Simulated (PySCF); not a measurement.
**Relaxation of triplet [ClSe2]-**

Level of theory: UPBE/[Cl def2-SVPD, Se def2-SVPD], no relativity, density fitting, PySCF. A (50,194) grid was used.

A start displaced from a saddle point along its imaginary mode, of C2v symmetry, held to at least that symmetry:

```xyz
3
charge -1 multiplicity 3, angstrom
Cl   -0.2493    0.0186    0.0000
Se    0.0545   -0.0041    2.4783
Se    0.0545   -0.0041   -2.4783
```

Optimiser trace:
| step | E − E(last) (kJ/mol) | largest gradient (Eh/bohr) |
| --- | --- | --- |
| 0 | 1.68 | 0.00454 |
| 1 | 0.69 | 0.00282 |
| 2 | 0.00 | 0.00019 |
| 3 | 0.00 | 0.00001 |

It ends at C2v with Cl–Se 2.448 Å (×2); Se–Cl–Se 159.6°. The frequency run here used a shortcut that can spoil soft modes, so no verdict on minimum or saddle point is given. Other isomers or separated fragments may lie lower.

The relaxation took about 23 core-seconds on a shared host.
